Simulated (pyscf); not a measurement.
Structures and frequencies: ωB97X-D3(BJ)/def2-SVP in PySCF.

Task: What is the homolytic dissociation enthalpy (298 K, ωB97M-D3(BJ)/def2-TZVP) of the O–Ti bond of H₃C–CH(CH₃)–O–Ti(OH)(OH)–OH, to H₃C–CH(CH₃)–O• + [HO–Ti(OH)–OH]•?

Result: O–Ti to H₃C–CH(CH₃)–O• + [HO–Ti(OH)–OH]•: 3.82 eV. The 7 functionals that were run give +3.69 (M06-2X) to +4.09 eV (PBE). The radicals are drawn with the spin at the cut bond; how far it spreads was not checked. H₃C–CH(CH₃)–O• lies 0.22 eV over its isomer H₃C–CH₂–CH•–OH (electronic energy, ωB97M-D3(BJ)). Other isomers of [HO–Ti(OH)–OH]• were not searched in full and may lie lower. Open-shell species with a d-block atom are single-reference here; other states, and whether the spin sits on metal or ligand, were not checked.
